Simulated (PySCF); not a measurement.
## Solvent effects on NMR parameters

Bonds (- single, = double, # triple, : aromatic): C1-C2, C2-C3, C3=O4, C3-C5, C5:C6, C6:C7, C7:C8, C8:C9, C9:C10, C10:C5. C1 carries H11, H12, H13; C2 carries H14, H15; C6 carries H16; C7 carries H17; C8 carries H18; C9 carries H19; C10 carries H20.

GIAO PBE0/pcSseg-1 in PySCF 2.14.0 with density-fitted response routines on one PBE0-D3(BJ)/def2-SVP conformer, non-relativistic, equivalent nuclei averaged. Solvents enter as an IEF-PCM continuum (chloroform with ε = 4.7, dichloromethane with ε = 8.9) around the gas-phase geometry. Shifts are referred to TMS computed in the same medium.

Gas phase, δ in ppm: C3 201.2, C5 139.6, C8 138.8, C6/C10 134.0, C7/C9 133.7, C2 33.4, C1 9.0, H16/H20 8.27, H18 7.62, H17/H19 7.58, H14/H15 2.85, H11/H12/H13 1.26. Dipole moment 2.92 D.

(1) How does each δ change in the continuum?

(2) Which nuclei move most (in ppm), and what does the model miss?

## Answers

(1) 
| atoms | environment | Δδ, chloroform | Δδ, dichloromethane |
| --- | --- | --- | --- |
| C3 | ketone carbonyl carbon | +4.4 | +5.4 |
| C5 | substituted aromatic carbon | +0.5 | +0.6 |
| C8 | aromatic CH | +2.2 | +2.6 |
| C6/C10 | aromatic CH | +1.0 | +1.2 |
| C7/C9 | aromatic CH | +1.4 | +1.6 |
| C2 | sp3 CH2 α to a carbonyl | +1.2 | +1.4 |
| C1 | methyl carbon | +0.3 | +0.4 |
| H16/H20 | hydrogen on an aromatic CH | +0.10 | +0.12 |
| H18 | hydrogen on an aromatic CH | +0.22 | +0.27 |
| H17/H19 | hydrogen on an aromatic CH | +0.19 | +0.23 |
| H14/H15 | hydrogen on an sp3 CH2 α to a carbonyl | +0.22 | +0.27 |
| H11/H12/H13 | hydrogen on a methyl carbon | -0.03 | -0.05 |

Changes are relative to the gas phase. The dipole moment becomes 3.78 D in chloroform, 3.98 D in dichloromethane.

(2) C3 (ketone carbonyl carbon, +5.4 ppm) in dichloromethane. A continuum only polarises the solute; specific hydrogen bonds, the anisotropy of aromatic solvents and changes of geometry or conformer are outside it.
